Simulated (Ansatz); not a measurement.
`C[SiH](F)N[SiH2]F` + `N=C=O` → `C[SiH](F)N=C=O` + `N[SiH2]F`  (ligand exchange at the Si–N bond)

Gas-phase electronic energies from Ansatz, PBE0-D4/def2-TZVP geometries. CCSD(T)/CBS adds triple-zeta CCSD(T) − MP2 to the extrapolated MP2 energy (def2 sets, frozen cores). This one scheme is used for every species. Functionals use def2-TZVPP. One conformer a species, not always the lowest.

```json
{"species": "`C[SiH](F)N[SiH2]F`", "PBE-QIDH energy (Eh)": "-875.35689"}
{"species": "`N=C=O`", "PBE-QIDH energy (Eh)": "-168.53883"}
{"species": "`C[SiH](F)N=C=O`", "PBE-QIDH energy (Eh)": "-597.62303"}
{"species": "`N[SiH2]F`", "PBE-QIDH energy (Eh)": "-446.28532"}
```

(1) Work out ΔE.

Largest T1 diagnostic among the species: 0.018.

Answers

(1) ΔE = (-597.62303) + (-446.28532) − (-875.35689) − (-168.53883) = -0.01263 Eh = -0.34 eV. CCSD(T)/CBS gives -0.31 eV.

Leaving LDA and LC-ωPBE aside and taking each functional with its dispersion term where it has one, the values, not all of them listed here, spread over 0.09 eV, from BHLYP-D4 to revPBE-D4. In def2-TZVPP, CCSD(T) changes the Hartree–Fock value by +0.16 eV (the triples alone add +0.03 eV) and MP2 by +0.13 eV. From BLYP to BHLYP (50 % exact exchange), in def2-TZVPP and without D4, ΔE moves by −0.05 eV.
